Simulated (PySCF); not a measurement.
**Computed properties of SeBr₂, SMILES Br[Se]Br**

SeBr2, SMILES [Se](Br)Br. Geometry optimised at PBE0-D3(BJ)/def2-SVP. Other conformers were not sampled. All values are computed for the isolated molecule unless a solvent is named; none is compared with measurement here.

**Structure.** The optimised structure has C2v symmetry. All 3 harmonic modes at PBE0-D3(BJ)/def2-SVP (PySCF) are real, so it is a minimum. With heavy atoms numbered as in [Se:1]([Br:2])[Br:3], the shortest bond between them is Se1–Br2 at 2.316 Å and the longest Se1–Br3 at 2.316 Å.

**Vibrations.** The strongest infrared lines (harmonic, unscaled, degenerate partners summed) lie at 299 cm⁻¹ (28 km/mol, Se 55 %, Br 45 %), 303 cm⁻¹ (3 km/mol, Br 53 %, Se 47 %). The softest mode is at 103 cm⁻¹ and the zero-point energy is 1.0 kcal/mol.

**Electronic structure.** ωB97X/def2-TZVPD (PySCF) places the frontier levels at -9.20 and -1.05 eV, a gap of 8.15 eV, and gives a dipole moment of 0.68 D and a mean polarisability of 74.8 bohr³. PBE/def2-TZVPD (PySCF) at the same geometry gives -5.74 and -3.94 eV, so its gap is 6.35 eV narrower. An orbital gap is neither the optical nor the fundamental gap.

**Excitations.** TDDFT-PBE0/def2-SVPD (PySCF) has S1 at 2.25 eV (551 nm, f = 0.001, dark); the most intense of the 10 singlets computed lies at 5.59 eV (f = 0.14). T1 (TDA) is at 1.60 eV. TDDFT-PBE/def2-SVPD (PySCF) puts S1 at 2.00 eV.
